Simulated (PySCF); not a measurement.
Isomers of C8H8S, mass 136.035 u with the commonest isotopes. Level of theory: PBE0-D3(BJ)/def2-SVP geometry optimisation, gas phase (PySCF). One conformer each, none proved a minimum here; rigid rotors.

Problem. Order these by dipole moment, largest first.
A. `[CH3:1][C:2](=[S:3])[C@@:4]12[C@@H:5]3[C@H:6]4[C@@H:7]3[C@@H:8]1[C@@H:9]24` with C1–C2–C4–C5 0°
B. `[CH2:1]=[CH:2][c:3]1[cH:4][cH:5][cH:6][cH:7][c:8]1[SH:9]` with C1–C2–C3–C4 35°, C7–C8–S9–H -139°
C. `[cH:1]1[cH:2][cH:3][c:4]2[c:5]([cH:6]1)[CH2:7][CH2:8][S:9]2` with C4–C5–C7–C8 23°, C5–C7–C8–S9 -33°, C7–C8–S9–C4 27°, C3–C4–S9–C8 166° (2,3-dihydrobenzo[b]thiophene)
D. `[CH2:1]=[CH:2][c:3]1[cH:4][cH:5][c:6]([SH:7])[cH:8][cH:9]1` with C1–C2–C3–C4 178°, C5–C6–S7–H 180°

Solution. A (3.58 D), C (1.60 D), B (1.19 D), D (0.91 D).

Problem. Order these by rotational constant C, largest first.
A. `[cH:1]1[cH:2][cH:3][c:4]2[c:5]([cH:6]1)[CH2:7][CH2:8][S:9]2` with C4–C5–C7–C8 23°, C5–C7–C8–S9 -33°, C7–C8–S9–C4 27°, C3–C4–S9–C8 166°
B. `[CH2:1]=[CH:2][c:3]1[cH:4][cH:5][cH:6][cH:7][c:8]1[SH:9]` with C1–C2–C3–C4 35°, C7–C8–S9–H -139°
C. `[CH3:1][C:2](=[S:3])[C@@:4]12[C@@H:5]3[C@H:6]4[C@@H:7]3[C@@H:8]1[C@@H:9]24` with C1–C2–C4–C5 0°
D. `[CH2:1]=[CH:2][c:3]1[cH:4][cH:5][c:6]([SH:7])[cH:8][cH:9]1` with C1–C2–C3–C4 178°, C5–C6–S7–H 180°

Solution. C (932.6 MHz), A (891.8 MHz), B (787.1 MHz), D (609.5 MHz).

Problem. Order these by radius of gyration √(Σ m r²/M), largest first.
A. `[CH2:1]=[CH:2][c:3]1[cH:4][cH:5][cH:6][cH:7][c:8]1[SH:9]` with C1–C2–C3–C4 35°, C7–C8–S9–H -139°
B. `[CH3:1][C:2](=[S:3])[C@@:4]12[C@@H:5]3[C@H:6]4[C@@H:7]3[C@@H:8]1[C@@H:9]24` with C1–C2–C4–C5 0°
C. `[CH2:1]=[CH:2][c:3]1[cH:4][cH:5][c:6]([SH:7])[cH:8][cH:9]1` with C1–C2–C3–C4 178°, C5–C6–S7–H 180°

Solution. C (2.469 Å), A (2.179 Å), B (2.063 Å).

| SMILES | point group | Ia (u·Å²) | Ib (u·Å²) | Ic (u·Å²) | κ | μa (D) | μb (D) | μc (D) |
| --- | --- | --- | --- | --- | --- | --- | --- | --- |
| C=Cc1ccccc1S | C1 | 309.75 | 340.39 | 642.07 | 0.65 | 0.30 | 1.01 | 0.55 |
| CC(=S)[C@@]12[C@@H]3[C@H]4[C@@H]3[C@@H]1[C@H]42 | Cs | 161.76 | 454.07 | 541.92 | -0.84 | 3.07 | 1.83 | 0.00 |
| c1ccc2c(c1)CCS2 | C1 | 173.51 | 404.79 | 566.70 | -0.65 | 0.01 | 1.59 | 0.22 |
| C=Cc1ccc(S)cc1 | – | 101.65 | 727.56 | 829.18 | -0.96 | 0.36 | 0.83 | 0.00 |
